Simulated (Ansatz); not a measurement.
Mulliken charges of CH4BClSi (`ClB1C[SiH2]1`) from r2SCAN/def2-TZVPP in Ansatz (PBE0-D4/def2-TZVP geometry).

| atom | x (Å) | y (Å) | z (Å) | charge (e) |
| --- | --- | --- | --- | --- |
| Cl1 | -2.600 | 0.944 | 0.067 | -0.107 |
| B2 | -0.976 | 0.446 | -0.241 | 0.165 |
| C3 | 0.372 | 0.766 | 0.366 | -0.300 |
| Si4 | 0.242 | -1.043 | -0.370 | 0.129 |
| H5 | 1.149 | 1.104 | -0.327 | 0.146 |
| H6 | 0.514 | 1.181 | 1.361 | 0.082 |
| H7 | 1.293 | -1.209 | -1.398 | -0.051 |
| H8 | 0.097 | -2.246 | 0.486 | -0.064 |

Q: By hand: the dipole of these point charges (1 e Å = 4.8032 D).

A: Σ q r = (0.175, 0.072, -0.100) e Å, of length 0.214 e Å = 1.03 D.

Q: How does the dipole of the full density compare? (Best estimate.)

A: The calculation gave: (0.263, -0.011, 0.022) e Å, 1.27 D; the point charges give 0.81 times that, at 40° from its direction.

Point charges leave out the atoms' own dipoles, such as those of lone pairs, and Mulliken's split depends on the basis, so the two needn't agree.
